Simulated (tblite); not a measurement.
Isomers of [C6H13P2]+ (charge +1). Method: GFN2-xTB as coded in tblite; computed harmonic values from a numerical Hessian at the method's own geometry, unscaled. Against measured fundamentals such values can be off by several per cent, at times by over 20. Modes of hydrogen on phosphorus can be 10 to 20 % off. One conformer each.

Electronic energies: GFN2-xTB at the same geometries; isomer energies are rough at this level and their order can be wrong.

```json
{"SMILES": "C=C[P@H+](/C=C\\C)CP", "electronic energy, lowest = 0 (kJ/mol)": "210.3"}
{"SMILES": "C#C[P+](C)(C)CCP", "electronic energy, lowest = 0 (kJ/mol)": "207.9"}
{"SMILES": "CC1=CC[P@+](C)(P)C1", "electronic energy, lowest = 0 (kJ/mol)": "0.0"}
```

Problem. How do GFN2-xTB zero-point energies change the relative energies?

Solution. 
| SMILES | ZPE (kJ/mol) | of it from modes above 1550 cm⁻¹ | electronic (kJ/mol) | with ZPE, lowest = 0 (kJ/mol) | lowest mode (cm⁻¹) | rings |
| --- | --- | --- | --- | --- | --- | --- |
| CC1=CC[P@+](C)(P)C1 | 441.7 | 234.5 | 0.0 | 0.0 | 24 | 1 |
| C#C[P+](C)(C)CCP | 432.8 | 239.0 | 207.9 | 199.0 | 52 | 0 |
| C=C[P@H+](/C=C\C)CP | 431.6 | 242.5 | 210.3 | 200.2 | 4i | 0 |

The zero-point energies span 10.1 kJ/mol, from `C=C[P@H+](/C=C\C)CP` to `CC1=CC[P@+](C)(P)C1`. Slightly imaginary modes are left out of the zero-point energy: `C=C[P@H+](/C=C\C)CP` 3.5i cm⁻¹. The order is unchanged.
